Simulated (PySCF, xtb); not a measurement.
B(Me)(vinyl)(OH) (C3H7BO), SMILES C=CB(C)O.

GFN2-xTB (xtb) at its own geometry gives an orbital gap of 4.19 eV and a dipole moment of 1.48 D.

Coordinates come from a B3LYP-D3(BJ)/def2-SVP optimisation. One conformer was computed; it need not be the lowest.

Task: What does PBE/def2-TZVP (PySCF) give? (An estimate is asked for; the answer gives what the named calculation found.)

Result: gap 4.73 eV (levels -6.60 and -1.87 eV), dipole 1.11 D.
